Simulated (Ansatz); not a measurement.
Ta3B3⁻. Total charge -1; doublet. Geometry PBE-D4/def2-SVP, that of the neutral singlet; atoms count from 1.

Cartesian coordinates in Å:
```
Ta 1.4834 -1.2339 1.9078
Ta -1.0145 -0.2265 -1.2328
Ta 0.1770 -1.9747 0.1702
B -1.1184 1.8137 -1.1818
B 0.5286 0.1173 0.4629
B -0.0561 1.5040 -0.1263
```

In the def2 sets Ta takes a core potential; there is no spin–orbit coupling. The charge -1 doublet is spin-contaminated (final ⟨S²⟩ up to 1.44, 0.75 for a pure state). The structure comes from a short search, and lower isomers may exist.

Estimate the Mulliken populations from the PBE0/def2-TZVPD orbitals of Ansatz.


```
atom  charge (e)  spin (α − β)  d electrons
 Ta1       -0.19          1.33         3.52
 Ta2       -0.23         -1.14         3.57
 Ta3       -0.20          0.33         3.68
  B4        0.27          0.50            –
  B5       -0.18          0.09            –
  B6       -0.47         -0.10            –
```
Mulliken values and Mayer orders depend strongly on the basis. With diffuse functions, as here, like atoms can get unlike values, and bond orders can come out too low or too high.

Where does the spin sit?

Summed by element: Ta 0.51, B 0.49, of 1 unpaired in all. Largest on single atoms: Ta1 1.33, Ta2 -1.14, B4 0.50.

And the Mayer bond orders between bonded heavy atoms (over 0.3)?

Ta1–Ta2 0.30 (4.14 Å); Ta1–Ta3 3.30 (2.30 Å); Ta1–B5 1.30 (2.20 Å); Ta2–Ta3 1.72 (2.54 Å); Ta2–B4 1.03 (2.04 Å); Ta2–B5 0.75 (2.32 Å); Ta2–B6 1.55 (2.27 Å); Ta3–B5 0.97 (2.14 Å); B4–B6 0.97 (1.53 Å); B5–B6 0.93 (1.62 Å).
